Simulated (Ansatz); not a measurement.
## ZnH2: state-averaged CASSCF

Computed with Ansatz's Gaussian-basis code (development build). State-averaged CASSCF with equal weights; occupations are averaged over the states; levels count from the state that is lowest in CASSCF. A minimal or small basis: far from the basis limit. Solutions may break the symmetry of the shape. No proof that the lowest CASSCF solution was found. CASSCF levels without dynamic correlation can be off by over 1 eV.

Geometry:

```xyz
3

Zn    0.0000    0.0000    0.0000
H     0.0000    0.0000    1.5300
H     0.0000    0.0000   -1.5300
```

Basis 6-31G, nonrelativistic, 5 orbitals frozen in the corrections; active space CAS(2,2). Averaged: 3 singlets.

Problem. Give the levels in order.

Solution. 

| state | CASSCF (eV) |
| --- | --- |
| singlet | 0.000 |
| singlet | 6.468 |
| singlet | 16.820 |

Occupations: 1.00, 1.00.

Geometry:

```xyz
3

H     0.0000    0.0000    1.5240
Zn    0.0000    0.0000    0.0000
H     0.0000    0.0000   -1.5240
```

Basis def2-SVP, nonrelativistic, 9 orbitals frozen in the corrections; active space CAS(4,4). Averaged: 2 singlets.

CASSCF levels: singlet 0.00, singlet 7.06 eV.

Problem. How does SC-NEVPT2 move them?

Solution. singlet 0.00, singlet 7.48 eV, in the same order of listing. The lowest state stays.
